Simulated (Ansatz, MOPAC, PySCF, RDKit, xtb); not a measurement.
Noncovalent pair: NH3 (SMILES N) (first 4 atoms) with H2S (SMILES S); geometry from B3LYP-D3(BJ)/def2-TZVP, rigid monomers moved along the line of their centres of mass till N1···H7 is 2.47 Å.
(charge 0, multiplicity 1):
```xyz
7

N      0.0062     0.1635     0.3251
H     -0.7772    -0.4607     0.1701
H     -0.1930     1.0317    -0.1588
H      0.8211    -0.2526    -0.1111
S      0.7239     0.8695     4.0215
H     -0.2473     0.0597     4.4715
H      0.4458     0.6002     2.7202
```

```tsv
level	interaction energy (kcal/mol)	minus CCSD(T)/CBS(aug-cc-pV(D+d)Z, aug-cc-pV(T+d)Z)	cost
MMFF94	-2.35	0.93	-
UFF	0.44	3.72	-
GFN-FF	-3.43	-0.15	-
PM3	-1.13	2.14	-
PM6	-3.18	0.10	-
PM7	-3.81	-0.53	-
GFN1-xTB	-2.63	0.65	-
GFN2-xTB	-3.41	-0.13	-
HF/STO-3G (no counterpoise)	-1.68	1.60	-
HF/3-21G (no counterpoise)	-5.60	-2.32	-
HF/6-31G*	-2.72	0.56	-
HF/6-31G* (no counterpoise)	-3.28	0.00	-
HF/aug-cc-pV(D+d)Z	-1.96	1.32	-
HF/aug-cc-pV(T+d)Z	-1.87	1.41	-
PBE/def2-TZVPPD	-3.42	-0.14	×1
PBE-D3(BJ)/def2-TZVPPD	-3.93	-0.65	×1
PBE-D4/def2-TZVPPD	-3.94	-0.66	×1
BP86/6-31G* (no counterpoise)	-4.72	-1.45	-
r2SCAN/def2-TZVPPD	-3.22	0.06	×2
r2SCAN-D3(BJ)/def2-TZVPPD	-3.45	-0.17	×2
r2SCAN-D4/def2-TZVPPD	-3.42	-0.14	×2
B3LYP/3-21G (no counterpoise)	-7.84	-4.56	-
B3LYP/6-31G* (no counterpoise)	-4.60	-1.32	-
B3LYP/6-311+G** (no counterpoise)	-3.67	-0.39	-
B3LYP/def2-TZVPPD	-2.64	0.64	×2
B3LYP-D4/def2-TZVPPD	-3.41	-0.13	×2
PBE0-D3(BJ)/def2-TZVPPD	-3.73	-0.45	×1
PBE0-D4/def2-TZVPPD	-3.72	-0.44	×1
wB97X-V/def2-TZVPPD	-3.31	-0.03	×4
MP2/6-31G*	-3.47	-0.19	-
MP2/6-31G* (no counterpoise)	-4.55	-1.27	-
MP2/aug-cc-pV(D+d)Z	-3.12	0.16	-
MP2/aug-cc-pV(T+d)Z	-3.29	-0.01	-
MP2/CBS(aug-cc-pV(D+d)Z, aug-cc-pV(T+d)Z)	-3.40	-0.12	-
SCS-MP2/aug-cc-pV(D+d)Z	-2.70	0.57	-
SCS-MP2/aug-cc-pV(T+d)Z	-2.85	0.43	-
CCSD/aug-cc-pV(D+d)Z	-2.73	0.55	-
CCSD(T)/aug-cc-pV(D+d)Z	-2.92	0.36	×4
CCSD(T)/aug-cc-pV(T+d)Z	-3.15	0.13	×40*
CCSD(T)/CBS(aug-cc-pV(D+d)Z, aug-cc-pV(T+d)Z)	-3.28	0.00	×50*
```

 The comparison column counts from a level with limits of its own.

The rows run from -7.84 (B3LYP/3-21G (no counterpoise)) to 0.44 kcal/mol (UFF). In aug-cc-pV(T+d)Z the value moves HF -1.87, MP2 -3.29, CCSD(T) -3.15, a shift of -1.27 from HF to CCSD(T). From aug-cc-pV(D+d)Z to aug-cc-pV(T+d)Z CCSD(T) changes by -0.23. The dispersion term adds -0.52 in PBE-D3(BJ), -0.52 in PBE-D4, -0.23 in r2SCAN-D3(BJ). The 4 functionals in def2-TZVPPD without D3 or D4 span 0.78, from PBE to B3LYP.

Monomers are frozen at their geometry in the pair; levels with a basis set take the counterpoise correction. Rows marked so take none. RDKit's UFF carries no charges.

Frozen-core correlation. CBS: X⁻³ extrapolation of the correlation energy, Hartree–Fock from the larger set. Rows in 3-21G, 6-311+G**, 6-31G*, STO-3G carry no dispersion term and start afresh at each structure (6-31G* with six Cartesian d functions). MP2/6-31G* freezes PySCF's default core. The state that PM3, PM6, PM7 reach isn't checked; PM7 holds dispersion and hydrogen-bond terms.

The values were computed with Ansatz (a quantum-chemistry and plane-wave program) with Gaussian orbitals; MOPAC for PM3, PM6, PM7 (differences of heats of formation); PySCF for 3-21G rows, 6-311+G** rows, 6-31G* rows, STO-3G rows, the dispersion terms; RDKit for the force fields; xtb for the GFN methods. Values without a source in brackets are computed.

Costs are rough ratios of core time to PBE/def2-TZVPPD (about 4 s over the structures, on one shared machine); a dash marks a level with no comparable run of its own. A star marks coupled-cluster runs past 200 virtual orbitals, where the program's memory plan changes under this machine's limit, so their costs aren't comparable with smaller runs.
